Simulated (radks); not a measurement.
Results of a calculation; reference values are marked as such.
All-electron atom: Ho+ in [Xe] 4f11 6s1 (the NIST ground configuration). Level of theory: Dirac Kohn-Sham, PBEsol, spin-unpolarised, spherical densities, point nucleus; open shells fill j = l - 1/2 first (a radial shooting solver on a logarithmic mesh with Libxc functionals).

X-ray form factor f0, the Fourier transform of the density (f0(0) = 66):

| sin(theta)/lambda (1/angstrom) | f0 (electrons) |
|---|---|
| 0.05 | 65.060 |
| 0.1 | 62.659 |
| 0.15 | 59.515 |
| 0.2 | 56.077 |
| 0.25 | 52.574 |
| 0.3 | 49.164 |
| 0.4 | 43.014 |
| 0.5 | 37.902 |
| 0.6 | 33.646 |
| 0.8 | 26.953 |
| 1 | 22.180 |
| 1.25 | 18.327 |
| 1.5 | 15.896 |
| 2 | 12.376 |
